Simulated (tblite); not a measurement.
Compound: C4H9BrSSi2.
Atom-mapped SMILES: `[CH3:1][C:2]#[C:3][Si@@H:4]([Br:5])[SiH2:6][S:7][CH3:8]` (hydrogens: H9, H10, H11 on C1; H12 on Si4; H13, H14 on Si6; H15, H16, H17 on C8)

Computed with GFN2-xTB (tblite), gas phase: L-BFGS steps from a force-field or distance-geometry start until the largest atomic force falls under 0.01 eV/Å.

Geometry at step 11:
```
atom  x, y, z in Å
C1     -3.9430    0.3590    0.7742
C2     -2.7539    0.1218   -0.0133
C3     -1.7835   -0.1117   -0.6939
Si4    -0.1916   -0.3629   -1.5845
Br5    -0.6152    0.1729   -3.7201
Si6     1.5634    0.9827   -0.9374
S7      1.7215    0.8636    1.2045
C8      3.3787    0.1884    1.5684
H9     -4.6096   -0.5025    0.6825
H10    -4.4535    1.2546    0.4106
H11    -3.6786    0.4981    1.8242
H12     0.0809   -1.7944   -1.6922
H13     2.8124    0.4533   -1.4704
H14     1.3966    2.3791   -1.3174
H15     3.2329   -0.6029    2.2984
H16     4.0022    0.9744    1.9873
H17     3.8332   -0.2122    0.6690
```

**Question.** What forces act on the atoms?

**Answer.** 
| atom | Fx (eV/Å) | Fy (eV/Å) | Fz (eV/Å) |
| --- | --- | --- | --- |
| C1 | 0.044 | -0.037 | -0.138 |
| C2 | -0.016 | -0.007 | 0.032 |
| C3 | 0.037 | 0.024 | 0.115 |
| Si4 | -0.141 | 0.009 | 0.093 |
| Br5 | -0.046 | 0.049 | -0.186 |
| Si6 | -0.078 | -0.096 | 0.021 |
| S7 | 0.047 | 0.017 | 0.131 |
| C8 | -0.063 | 0.004 | -0.083 |
| H9 | 0.013 | 0.119 | 0.032 |
| H10 | 0.034 | -0.113 | 0.047 |
| H11 | 0.011 | -0.010 | -0.088 |
| H12 | -0.025 | -0.093 | 0.039 |
| H13 | 0.150 | 0.023 | 0.007 |
| H14 | 0.081 | 0.075 | 0.034 |
| H15 | 0.049 | 0.034 | -0.010 |
| H16 | -0.077 | -0.008 | -0.032 |
| H17 | -0.019 | 0.010 | -0.015 |

The largest, 0.20 eV/Å, acts on Br5; the rms over all components is 0.070 eV/Å. The forces sum to zero within rounding, as they must for an isolated molecule in no field.

**Question.** Give the force on Br5 in Eh/bohr and in nN.

**Answer.** 0.198 eV/Å ÷ 51.422 = 0.00385 Eh/bohr, and 0.198 eV/Å × 1.602 = 0.32 nN.

**Question.** How far is this geometry from the end of the optimisation?

**Answer.** 0.136 eV above it, and 0.558 Å rms away after alignment. The bonds farthest from their final lengths, with half the difference of the two atoms' forces along the bond (positive lengthens):

```
   bond  now (Å)  final (Å)  force along bond (eV/Å)
  S7–C8    1.826      1.811                    -0.07
Si4–Br5    2.242      2.255                    +0.13
Si6–H13    1.458      1.466                    +0.08
Si6–H14    1.457      1.465                    +0.07
 Si6–S7    2.151      2.144                    +0.06
  C1–C2    1.446      1.441                    -0.07
```

The angle farthest from its final value is Si6–S7–C8, 106.6° against 99.0°.

Of the 2 listed bonds off by 0.010 Å or more, this force points towards the final length in 2.

The cost below is that of the whole relaxation. The run took 1.5 s wall on Arm Neoverse V1, one thread, no GPU, on a shared host.
